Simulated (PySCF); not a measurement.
Excitation energy of Sb²⁺ by level of theory

Sb²⁺ [Kr] 4d10 5s2 5p1 (2P) → Sb²⁺ [Kr] 4d10 5s1 5p1 6s1 (4P), as a difference of total energies. Computed with PySCF 2.14 in dyall-av2z, with no relativity, point nucleus. Correlated levels: valence: [Kr] 4d10 frozen; virtual orbitals above 40 to 60 times the deepest correlated orbital energy dropped. The calculations carry no spin-orbit coupling.

| method | excitation energy (eV) |
| --- | --- |
| UHF | 16.836 |
| MP2 (valence) | 17.481 |
| SCS-MP2 (valence) | 17.742 |
| CCSD (valence) | 17.603 |
| CCSD(T) (valence) | 17.583 |

Task: How much does correlation contribute at CCSD(T) (valence)?

Result: 17.583 − (16.836) = 0.747 eV, measured against UHF.

The promoted electron is Rydberg-like, and one or two diffuse shells describe it only roughly, which tends to raise the upper state.

The coupled-cluster amplitudes are large for the upper state (T1 above 0.03 or a double amplitude above 0.15), so a single reference is strained.
